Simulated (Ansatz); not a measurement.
Input file for C2H5FSn (`C[CH2][Sn][F]`):

```yaml
crystal:
  periodic: [false, false, false]
  atoms:
    - {symbol: C, position_ang: [-0.357277, 0.858126, -0.168997]}
    - {symbol: C, position_ang: [0.044110, -0.293321, 0.744017]}
    - {symbol: Sn, position_ang: [1.461852, -1.711638, -0.133032]}
    - {symbol: F, position_ang: [0.702442, -1.544114, -1.925870]}
    - {symbol: H, position_ang: [-0.705610, 0.492153, -1.136590]}
    - {symbol: H, position_ang: [-1.155358, 1.465741, 0.269030]}
    - {symbol: H, position_ang: [0.483929, 1.529320, -0.364229]}
    - {symbol: H, position_ang: [-0.832983, -0.905466, 1.000128]}
    - {symbol: H, position_ang: [0.447295, 0.063001, 1.698443]}
basis:
  gaussian: {orbitals: def2-TZVPP}
correlation: {method: ccsd_t}
output: {orbitals: {seedname: orbitals}}
```

```sh
$ ansatz run in.yaml --threads 4 --pin off --events-out ev --progress --plain --max-ram 10444MiB
```

Output of Ansatz, abridged:

```
Functional definition: HF
1440 factors; integrals over basis functions are off by at most 8.8e-4 eV
mean field evaluation 1: about -10649.3698 eV, gradient 4.6e1 eV
mean field evaluation 2: about -10649.5131 eV, gradient 4.6e1 eV
mean field evaluation 4: about -10654.2244 eV, gradient 3.9e0 eV
mean field evaluation 8: about -10654.3080 eV, gradient 4.3e-1 eV
mean field evaluation 16: about -10654.3092 eV, gradient 1.3e-6 eV
mean field -10654.30922759 eV, -391.5386423638 hartree, gradient 1.3e-6 eV, S^2 0.000000; 0 other end points of the search recorded, 0 dependent functions left out
7 core orbitals not correlated: weight in the atoms' cores, before any rotation towards them, 1.000 or more for the frozen orbitals, at most 0.000 for the correlated occupied ones
reference -10654.30922759 eV, -391.5386423638 hartree; 17, 17 occupied and 189, 189 virtual orbitals, 1440 factors
second order -24.92924587 eV of doubles, -0.00000000 eV of singles
cycle   1  -24.67166133 eV  change    2.6e-1 eV  update   1.2e-1
cycle   2  -25.23333670 eV  change   -5.6e-1 eV  update   4.0e-2
cycle   3  -25.38245561 eV  change   -1.5e-1 eV  update   2.4e-2
cycle   4  -25.37879586 eV  change    3.7e-3 eV  update   6.7e-3
cycle   5  -25.37211842 eV  change    6.7e-3 eV  update   3.1e-3
cycle   6  -25.37264174 eV  change   -5.2e-4 eV  update   1.2e-3
cycle   7  -25.37276303 eV  change   -1.2e-4 eV  update   5.2e-4
cycle   8  -25.37248937 eV  change    2.7e-4 eV  update   1.7e-4
cycle   9  -25.37252131 eV  change   -3.2e-5 eV  update   6.9e-5
cycle  10  -25.37257845 eV  change   -5.7e-5 eV  update   2.5e-5
cycle  11  -25.37254491 eV  change    3.4e-5 eV  update   1.2e-5
perturbative correction -0.86161432 eV, -0.0316637422 hartree
Total energy: -10680.54338682 eV, -392.5027299332 hartree
```

It took 110 s on 4 threads of an Arm Neoverse V1 on a shared host, with 3.5 GiB of host memory at the peak.

MP2 recovers 95.0 % of the CCSD(T) correlation energy and the triples give 3.3 %; T1 = 0.0146.
